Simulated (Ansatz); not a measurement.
Program: Ansatz. Geometries: PBE0-D4/def2-TZVP. ΔE: electronic, gas phase. CCSD(T)/CBS is the MP2 limit (def2-TZVPP, def2-QZVPP) plus CCSD(T) − MP2 in def2-TZVPP, frozen cores. DFT in def2-TZVPP. For Ga outer-core shells are correlated without core-valence functions, which leaves a few kJ/mol of doubt a bond. Scalar relativity is left out up to krypton.

Consider the substitution at a C–Ga bond: `N#[C][GaH][Cl]` + `O[SiH3]` → `N#CO[SiH3]` + `[Cl][GaH2]`.

`N#[C][GaH][Cl]`:

```xyz
5

N     1.916   -1.492    0.145
C     1.035   -0.751    0.084
Ga   -0.410    0.531   -0.009
Cl   -2.306   -0.340   -0.397
H    -0.234    2.051    0.177
```

`O[SiH3]`:

```xyz
6

O    -1.258   -0.021   -0.243
Si    0.382    0.027   -0.097
H    -1.775   -0.140    0.554
H     0.824    1.153    0.773
H     0.907    0.216   -1.468
H     0.920   -1.235    0.482
```

`N#CO[SiH3]`:

Cartesian coordinates in Å:
```
N 1.254 -2.108 1.208
C 1.045 -1.038 0.826
O 0.842 0.155 0.416
Si -0.533 0.645 -0.450
H -0.288 2.078 -0.694
H -0.597 -0.141 -1.701
H -1.722 0.409 0.396
```

`[Cl][GaH2]`:

Z-matrix (Å, degrees):
```
Ga
Cl 1 2.149
H 1 1.556 2 115.2
H 1 1.556 2 115.2 3 -180.0
```

Task: Is it downhill or uphill in electronic energy at CCSD(T)/CBS, and by how much? (An estimate is asked.)

Result: Ansatz gave: Uphill: ΔE = +1.33 eV.

Task: What do these levels give: r2SCANh-D4, PBE, HF/def2-TZVPP, SCS-MP2/def2-TZVPP, HF/CBS(def2), CCSD/CBS(def2)? (Best estimate.)

Result: Computed: r2SCANh-D4 1.12, PBE 1.02, HF/def2-TZVPP 1.22, SCS-MP2/def2-TZVPP 1.35, HF/CBS(def2) 1.21, CCSD/CBS(def2) 1.33 eV.

Task: What do rigid-rotor, harmonic-oscillator terms from PBE0-D4/def2-TZVP frequencies (298.15 K, 1 bar) make of the CCSD(T)/CBS value? (Estimate.)

Result: Computed: ΔZPE = -0.05 eV, ΔH = +1.26 eV, ΔS = -12 J/(mol·K), ΔG = +1.30 eV.

Largest T1 diagnostic among the species: 0.014.

From PBE to PBE0 (25 % exact exchange), in def2-TZVPP and without D4, ΔE moves by +0.06 eV. In def2-TZVPP, CCSD(T) changes the Hartree–Fock value by +0.10 eV (the triples alone add −0.00 eV) and MP2 by +0.15 eV. At CCSD(T), def2-SVP lies −0.22 eV from the extrapolated value and def2-TZVPP −0.00 eV.
